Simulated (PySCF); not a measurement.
A search over the determinants of AlSb

Unrestricted PBE0; basis Al x2c-SVPall, Sb x2c-SVPall; spin-free X2C with a Gaussian nucleus; PySCF 2.14. Outer shells of the fragments: Al 3s2 3p1; Sb 4d10 5s2 5p3.

Followed along the bond (rough minima from three points):

```tsv
2Ms+1	unpaired	⟨S²⟩ at the start	R at minimum (Å)	Te (eV)
3	π ↑↑	2.01	2.75	0.00
3	σ ↑, π ↑	2.01	2.51	0.12
1	σ ↓, π ↑	1.02	2.49	0.26
1	π ↑↓	1.01	2.75	0.29
1	none	0.00	none in the scan	≤ 0.98
```

Solutions found at the starting distance of 2.560 Å, counted from the lowest of them; the search is not exhaustive and high or unbound solutions are not listed, so other states can lie among these:

```
2Ms+1    unpaired   term  E (eV)  ⟨S²⟩  ⟨Lz²⟩  μ (D)
    3        π ↑↑    ³Σ⁻    0.00  2.01   0.00   0.24
    3    σ ↑, π ↑     ³Π    0.01  2.01   1.01  -1.56
    1    σ ↓, π ↑  mixed    0.16  1.02   1.01  -1.64
    1        π ↑↓  mixed    0.29  1.01   2.01   0.34
    1        none    ¹Σ⁺    1.08  0.00   0.00  -2.54
    1        none  mixed    1.11  0.00   2.00   0.71
    5  σ ↑, π ↑↑↑     ⁵Π    1.56  6.01   1.00   0.87
    3  σ ↓, π ↑↑↑  mixed    2.16  3.02   1.00   1.33
    3        π ↑↑  mixed    2.61  2.03   2.01  -1.03
    3        π ↑↑  mixed    2.95  2.03   2.01  -1.34
    5  σ ↑↑, π ↑↑    ⁵Σ⁻    4.21  6.00   0.00   1.28
    5  σ ↑↑, π ↑↑  mixed    4.31  6.03   2.01  -0.33
    5      π ↑↑↑↑    ⁵Σ⁺    4.41  6.09   0.00   1.94
    1  σ ↓↓, π ↑↑  mixed    4.78  2.01   0.00   0.98
```

A term symbol is given only where ⟨S²⟩ and ⟨Lz²⟩ are close to those of a pure state; real π, δ and φ orbitals otherwise mix terms. A positive dipole means Al(−)Sb(+).

Q: Compare the gap between the two lowest followed solutions at the starting distance with the gap between their minima.

A: At PBE0 the second solution (triplet, unpaired electrons σ ↑, π ↑) lies +0.01 eV from the first (triplet, unpaired electrons π ↑↑) at 2.560 Å and +0.12 eV at the minima; the two curves relax by different amounts, since their minima lie near 2.51 and 2.75 Å.

Spin–orbit coupling is left out.
